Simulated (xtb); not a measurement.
Be(SiH3)2 (BeH6Si2), SMILES [SiH3][Be][SiH3]. All values are semi-empirical tight-binding results from xtb (GFN2-xTB unless named), good for trends rather than for accurate numbers. Coordinates come from a GFN2-xTB optimisation.

Optimised geometry:

```xyz
9

Be     0.0067     0.0020     0.0086
Si     1.7116     0.1333    -1.3710
H      2.6723    -0.9835    -1.3549
H      2.6102     1.2895    -1.2079
H      1.3898     0.2170    -2.8066
Si    -1.7118    -0.1334     1.3708
H     -2.5495    -1.3399     1.2532
H     -2.7241     0.9324     1.2696
H     -1.4236    -0.1214     2.8155
```

The geometry has at least one imaginary mode, so it is a saddle point at that level.

For metal compounds this method's bond lengths and energies can be far off.

The point group as xtb finds it is D3 and the orbital gap comes out as 2.71 eV.

Computed atomic charges and the Wiberg bond orders between heavy atoms:
charges (e) Be1 0.37, Si2 0.27, H3 -0.15, H4 -0.15, H5 -0.15, Si6 0.27, H7 -0.15, H8 -0.15, H9 -0.15. Bond orders Be1–Si2 0.89, Be1–Si6 0.89.
